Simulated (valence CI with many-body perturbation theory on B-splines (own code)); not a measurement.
## Hyperfine factors and g values of Dy LIII

Calculated by configuration interaction combined with many-body perturbation theory (CI+MBPT): four valence electrons over a frozen Dirac-Fock core [Ne], radial functions for each j: 11 s, 11 p, 9 d, 7 f, 5 g, 2 h, 1 i, with the one-electron correlation potential Σ1, the two-electron term Σ2, the three-electron term Σ3, Breit, model QED; selected CI, second order for the rest (own B-spline code, finite nucleus).

The last digits are not significant, and no measured levels were compared; by estimate large intervals hold to a few tenths of a per cent, small ones and those within an open d or f shell to about a per cent.

A/g_I is the dipole constant over the nuclear g factor μ/I (μ in nuclear magnetons, uniformly magnetised nucleus), B/Q the quadrupole constant per barn. Both hold the static response of the core; the bare values leave it out. Large factors of s and p1/2 electrons are usually good to 5 to 10 %; those of open d and f shells near neutrality can be off by tens of per cent, and small factors of p3/2, d and f electrons come from cancelling terms and can be off by a factor of two or in sign, in half-filled shells by more. B is blank for J = 1/2, where it vanishes, and for nearly pure S terms. Energies count from the lowest level. Levels with J = 0 are left out.

Levels are named by their leading jj configuration (3d3/2^4 stands for four electrons in 3d with j = 3/2), which in mixed levels can hold well under half, so a name can repeat and another be missing. Letters in brackets count levels of one name in rising energy.

| Level | E (eV) | g | A/g_I (MHz) | A/g_I bare | B/Q (MHz/b) | B/Q bare |
| --- | --- | --- | --- | --- | --- | --- |
| (3s^2 3p1/2 3p3/2) J=1 | 198.79 | 1.492 | -94500 | -89600 | 141000 | 139000 |
| (3s^2 3p1/2 3p3/2) J=2 | 206.99 | 1.170 | 382000 | 377000 | 253000 | 249000 |
| (3s 3p1/2^2 3p3/2) J=2 | 338.97 | 1.548 | 919000 | 903000 | 254000 | 251000 |
| (3s 3p1/2^2 3p3/2) J=1 | 363.80 | 1.030 | -585000 | -568000 | 161000 | 159000 |
| (3s^2 3p1/2 3d3/2) J=2 | 389.30 | 0.756 | 332000 | 328000 | 55200 | 56700 |
| (3s^2 3p3/2^2) J=2 | 411.83 | 1.309 | 148000 | 147000 | 29000 | 28500 |
| (3s^2 3p1/2 3d3/2) J=1 | 425.65 | 0.877 | -256000 | -247000 | 40300 | 40700 |
| (3s^2 3p1/2 3d5/2) J=2 | 452.31 | 1.301 | -92400 | -87400 | 30100 | 31600 |
| (3s^2 3p1/2 3d5/2) J=3 | 453.19 | 1.113 | 216000 | 214000 | 34500 | 36600 |
| (3s 3p1/2^2 3d3/2) J=1 | 532.82 | 0.421 | -733000 | -714000 | 22500 | 23300 |
| (3s 3p1/2 3p3/2^2) J=2 [a] | 533.08 | 1.508 | 593000 | 584000 | 90000 | 88600 |
| (3s 3p1/2^2 3d3/2) J=2 | 538.85 | 1.146 | 852000 | 836000 | 43600 | 45000 |
| (3s 3p1/2 3p3/2^2) J=3 | 547.74 | 1.309 | 794000 | 779000 | 22300 | 22100 |
| (3s 3p1/2 3p3/2^2) J=1 [a] | 570.15 | 1.269 | 750000 | 736000 | -207000 | -204000 |
| (3s 3p1/2 3p3/2^2) J=2 [b] | 571.33 | 1.084 | 93000 | 94200 | -22900 | -22500 |
| (3s 3p1/2 3p3/2^2) J=1 [b] | 580.54 | 1.356 | 466000 | 460000 | 136000 | 134000 |
| (3s 3p1/2^2 3d5/2) J=3 | 592.00 | 1.356 | 575000 | 566000 | 40800 | 42900 |
| (3s 3p1/2^2 3d5/2) J=2 | 604.05 | 1.021 | -475000 | -460000 | 20000 | 22000 |
| (3s^2 3p3/2 3d3/2) J=3 | 620.59 | 1.099 | 133000 | 134000 | 287000 | 285000 |
| (3s^2 3p3/2 3d3/2) J=2 | 622.43 | 1.060 | 39600 | 42100 | -26100 | -25600 |
| (3s^2 3p3/2 3d3/2) J=1 | 623.32 | 1.125 | 164000 | 164000 | -133000 | -132000 |
| (3s^2 3p3/2 3d5/2) J=4 | 646.77 | 1.241 | 73700 | 74800 | 345000 | 343000 |
| (3s^2 3p3/2 3d5/2) J=2 | 653.74 | 1.248 | 73200 | 74600 | -184000 | -181000 |
| (3s^2 3p3/2 3d5/2) J=3 | 676.41 | 1.188 | 86800 | 87500 | 15100 | 16800 |
| (3s^2 3p3/2 3d5/2) J=1 | 684.36 | 1.079 | -20000 | -16800 | 44700 | 44800 |
| (3s 3p1/2 3p3/2 3d3/2) J=2 [a] | 706.23 | 1.190 | 226000 | 225000 | 16100 | 16000 |
| (3s 3p1/2 3p3/2 3d3/2) J=1 [a] | 716.24 | 1.159 | 375000 | 370000 | -131000 | -130000 |
| (3s 3p1/2 3p3/2 3d3/2) J=3 [a] | 720.62 | 1.145 | 525000 | 517000 | 61700 | 61600 |
| (3s 3p1/2 3p3/2 3d3/2) J=2 [b] | 722.17 | 1.170 | 291000 | 288000 | -45100 | -44800 |
| (3s 3p1/2 3p3/2 3d3/2) J=4 | 734.67 | 1.180 | 621000 | 611000 | 220000 | 219000 |
| (3s 3p1/2 3p3/2 3d3/2) J=2 [c] | 747.02 | 0.904 | 338000 | 333000 | -87400 | -85700 |
| (3s 3p1/2 3p3/2 3d3/2) J=3 [b] | 751.74 | 1.330 | 561000 | 553000 | 229000 | 225000 |
| (3s 3p1/2 3p3/2 3d3/2) J=1 [b] | 756.28 | 1.771 | 1320000 | 1300000 | 83000 | 82200 |
| (3s 3p1/2 3p3/2 3d3/2) J=2 [d] | 756.76 | 1.423 | 681000 | 670000 | 55200 | 53200 |

(1) Take the isotope of mass number 161, with I = 5/2, μ = -0.479 μN and Q = 2.51 b. What is the hyperfine structure of (3s 3p1/2^2 3p3/2) J=1?

Answers

(1) From the table A = 112000 MHz, B = 404000 MHz. Shifts from the centre of gravity in MHz: F = 3/2: -109000, F = 5/2: -435000, F = 7/2: 381000.
